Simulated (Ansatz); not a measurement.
CH2AlClN2, relaxed with RKS PBE-D4/def2-SVP in the Gaussian-basis code of Ansatz from a rough embedded geometry. The force threshold is 0.03 eV/Å; the program also tests the step.

Charge 0, multiplicity 1.

Start:

```xyz
7

Cl    1.759   -2.467   -1.558
Al    0.543   -0.795   -0.696
N    -0.727    0.418   -1.065
C    -0.897    0.921    0.197
N     0.214    0.109    0.804
H    -1.471    1.755    0.555
H     0.580    0.060    1.764
```

| step | energy (eV) | largest force (eV/Å) | largest move (Å) |
| --- | --- | --- | --- |
| 1 | -23146.5040 | 9.336 | 0.000 |
| 2 | -23148.0835 | 3.809 | 0.199 |
| 3 | -23148.1406 | 3.641 | 0.017 |
| 4 | -23148.4849 | 0.737 | 0.195 |
| 5 | -23148.4977 | 0.259 | 0.037 |
| 6 | -23148.5018 | 0.117 | 0.012 |
| 7 | -23148.5025 | 0.086 | 0.007 |
| 8 | -23148.5030 | 0.073 | 0.014 |
| 9 | -23148.5031 | 0.011 | 0.001 |

End:

```xyz
7

Cl    1.685   -2.328   -1.497
Al    0.474   -0.781   -0.765
N    -0.867    0.461   -1.155
C    -0.700    0.768    0.105
N     0.261    0.061    0.852
H    -1.285    1.567    0.620
H     0.431    0.252    1.840
```

Hardware: 2 threads of an INTEL XEON PLATINUM 8581C on a shared host. Wall time 8.5 s, peak host memory 0.17 GiB.
